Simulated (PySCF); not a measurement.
In vacuum, equivalent nuclei averaged, non-relativistic, one computed conformer. σ from GIAO-PBE0/pcSseg-1; structure optimised with GFN2-xTB; PySCF 2.14.

Scale: $^{1}$H (31.72 ppm) and $^{13}$C (186.93 ppm) against TMS (reference shieldings calculated alike). Shifts are as computed. Against solution values, carbons near 30 ppm lie about +3 ppm off and those near 130 ppm about +5 ppm. Of 1211 compounds with measured shifts, 218 miss one by over three times the rms of a fit or turn the order of signals round; such compounds aren't used in these exercises. OH and NH positions are gas-phase values without hydrogen bonding to other molecules.

Question: Order these molecules by the shift of their most deshielded carbon-bound hydrogen, lowest δ first.
A. O=C(/C=C/F)C[SiH3]
B. Cc1cn[nH]c1C(F)(F)F
C. C=Cc1cccpc1C

Answer: B (7.56 ppm, hydrogen on an aromatic CH next to a ring nitrogen), A (8.05 ppm, hydrogen on a β carbon of a C=C–C=O unit), C (9.03 ppm, hydrogen on an aromatic CH).

Question: Order these molecules by the shift of their most shielded carbon, lowest δ first.
A. C=Cc1cccpc1C
B. C[SiH2]/C=C\[SiH3]
C. Cc1cn[nH]c1C(F)(F)F
D. O=C(/C=C/F)C[SiH3]

Answer: B (-6.1 ppm, methyl carbon bonded to Si), C (10.3 ppm, methyl carbon on an aromatic ring), A (26.7 ppm, methyl carbon on an aromatic ring), D (31.8 ppm, sp3 CH2 bonded to Si, α to a carbonyl).

Question: How many $^{13}$C and $^{1}$H signals does each give (equivalence by symmetry and fast rotation, but not about amide C–N or C=N bonds)? `C=Cc1cccpc1C`, `O=C(/C=C/F)C[SiH3]`, `Cc1cn[nH]c1C(F)(F)F`, `C[SiH2]/C=C\[SiH3]`

Answer: C=Cc1cccpc1C: 8 C, 7 H; O=C(/C=C/F)C[SiH3]: 4 C, 4 H; Cc1cn[nH]c1C(F)(F)F: 5 C, 3 H; C[SiH2]/C=C\[SiH3]: 3 C, 5 H.
